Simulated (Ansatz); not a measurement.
C₃H₉BOS (SMILES COB(C)SC), singlet, at a GFN2-xTB geometry, with bond 4-2 at 2.4 times its length; SC-NEVPT2/STO-3G, CASSCF(2,3) in Ansatz (a first-principles code).

The Ansatz input:
Ansatz 0.2 input:
```yaml
crystal:
  periodic: [false, false, false]
  atoms:
    - {symbol: B, position_ang: [0.08389416, 0.52584247, 0.20236313]}
    - {symbol: C, position_ang: [0.37771297, 1.94597973, 0.85397945]}
    - {symbol: H, position_ang: [0.98127927, 1.86883691, 1.75357320]}
    - {symbol: H, position_ang: [-1.84375619, 3.17061945, 1.48975723]}
    - {symbol: H, position_ang: [0.90372765, 2.59782422, 0.15704226]}
    - {symbol: O, position_ang: [-0.63353480, 0.32097690, -0.91618411]}
    - {symbol: C, position_ang: [-1.23032507, 1.34592091, -1.67219900]}
    - {symbol: H, position_ang: [-0.47777868, 2.05155242, -2.03301305]}
    - {symbol: H, position_ang: [-1.72817203, 0.87868227, -2.52243803]}
    - {symbol: H, position_ang: [-1.96482371, 1.89134888, -1.07437616]}
    - {symbol: S, position_ang: [0.73827937, -0.96771928, 0.97969146]}
    - {symbol: C, position_ang: [0.12466588, -2.27300213, -0.13675140]}
    - {symbol: H, position_ang: [-0.95959904, -2.24535422, -0.15585025]}
    - {symbol: H, position_ang: [0.47510123, -3.21912101, 0.26091381]}
    - {symbol: H, position_ang: [0.52217947, -2.10692598, -1.13231892]}
basis:
  gaussian:
    orbitals: STO-3G
magnetization: {spin_polarized: false}
correlation: {method: sc_nevpt2, electrons: all, active_space: {window: {electrons: 2, orbitals: 3}}}
```

What does Ansatz print? Leave out banner, timings and long lists.


```
Functional definition: HF
575 factors; integrals over basis functions are off by at most 7.3e-5 eV
mean field evaluation 1: about -16555.9052 eV, gradient 3.1e1 eV
mean field evaluation 2: about -16556.1545 eV, gradient 3.1e1 eV
mean field evaluation 4: about -16560.7881 eV, gradient 5.8e0 eV
mean field evaluation 8: about -16560.9504 eV, gradient 3.7e-2 eV
mean field -16560.94649522 eV, -608.6035582867 hartree, gradient 1.0e-6 eV, S^2 0.000000; 0 other end points of the search recorded, 0 dependent functions left out; unrestricted orbitals would lower it
reference -16560.94649522 eV, -608.6035582867 hartree; 28, 28 occupied and 15, 15 virtual orbitals, 575 factors
state -16565.74387433 eV, -608.7798587170 hartree
state -16565.74387433 eV, -608.7798587170 hartree; corrected -16572.44939930 eV, -609.0262822145 hartree
WARN: 1 active orbitals are nearly empty or full. The corrections depend on them more than the energy does, and are more stable in an active space without them
Total energy: -16572.44939930 eV, -609.0262822145 hartree
```
